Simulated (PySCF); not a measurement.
These compounds are isomers of formula C6H5N3.

A. SMILES C#Cc1nncnc1C
B. SMILES c12c(cccc1)[nH]nn2
C. SMILES C=Cc1cc(C#N)[nH]n1

Spectrum 1. $^{13}$C{$^{1}$H} NMR (computed): δ 155.3 (C), 133.7 (CH), 125.6 (CH2), 121.8 (CH), 119.1 (C), 116.0 (C).

Spectrum 2. $^{13}$C{$^{1}$H} NMR (computed): δ 168.7 (C), 157.8 (CH), 154.0 (C), 102.0 (CH), 83.5 (C), 25.5 (CH3).

Spectrum 3. $^{13}$C{$^{1}$H} NMR (computed): δ 149.2 (C), 139.8 (C), 131.9 (CH), 128.1 (CH), 126.8 (CH), 112.8 (CH).

- shielding tensors at PBE0/pcSseg-1 (GIAO)
- geometry from GFN2-xTB
- program: PySCF 2.14.0 with density-fitted response routines
- non-relativistic, a single conformation, in vacuum, one averaged value for each set of equivalent atoms

Referencing at the same level of theory: TMS for $^{13}$C. Shifts are as computed. Against solution values, carbons near 30 ppm lie about +3 ppm off and those near 130 ppm about +5 ppm. Of 1211 compounds with measured shifts, 218 miss one by over three times the rms of a fit or turn the order of signals round; such compounds aren't used in these exercises.

Problem. Match each spectrum to its structure.

Solution. 1–C, 2–A, 3–B.

- Spectrum 1 (C): 6 $^{13}$C signals; δC 133.7 is an alkene CH; δC 125.6 is a terminal =CH2 carbon.
- Spectrum 2 (A): 6 $^{13}$C signals; δC 102.0 is a terminal alkyne carbon; δC 83.5 is an alkyne carbon.
- Spectrum 3 (B): 6 $^{13}$C signals; δC 131.9 is an aromatic CH; δC 128.1 is an aromatic CH.
